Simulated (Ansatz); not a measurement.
`CC(C)[CH2][Ge]([Cl])([Cl])[Cl]` → `[Cl][GeH]([Cl])[Cl]` + `C=C(C)C`  (β-hydride elimination)

Computed with Ansatz on PBE0-D4/def2-TZVP structures; ΔE is electronic, products minus reactants. CCSD(T)/CBS is the MP2 limit (def2-TZVPP, def2-QZVPP) plus CCSD(T) − MP2 in def2-TZVPP, frozen cores. This one scheme is used for every species. Functionals use def2-TZVPP. For Ge outer-core shells are correlated without core-valence functions, which leaves a few kJ/mol of doubt a bond. Scalar relativity is left out up to krypton. Each species was taken in one conformer, which may not be the lowest.

CCSD(T)/CBS gives +142.9 kJ/mol.

(1) Another level gave +137.4 kJ/mol. Which?
A. r2SCAN0-D4/def2-TZVPP
B. BLYP/def2-TZVPP
C. BHLYP-D4/def2-TZVPP
D. CCSD(T)/def2-TZVPP

Largest T1 diagnostic among the species: 0.010.

Results:

(1) C. BHLYP-D4 137.4, BLYP 82.2, CCSD(T)/def2-TZVPP 142.2, r2SCAN0-D4 147.5 kJ/mol.

At CCSD(T), def2-SVP lies −5.0 kJ/mol from the extrapolated value and def2-TZVPP −0.7 kJ/mol. In def2-TZVPP, CCSD(T) changes the Hartree–Fock value by +50.1 kJ/mol (the triples alone add +4.3 kJ/mol) and MP2 by +64.7 kJ/mol. Leaving LDA and LC-ωPBE aside and taking each functional with its dispersion term where it has one, the values, not all of them listed here, spread over 32.7 kJ/mol, from BLYP-D4 to PBE-QIDH. LDA lies +45.7 kJ/mol from PBE without D4.

CCSD(T)/CBS has its own doubt, a few kJ/mol and more with outer-core shells, so smaller differences from it don't rank the levels.
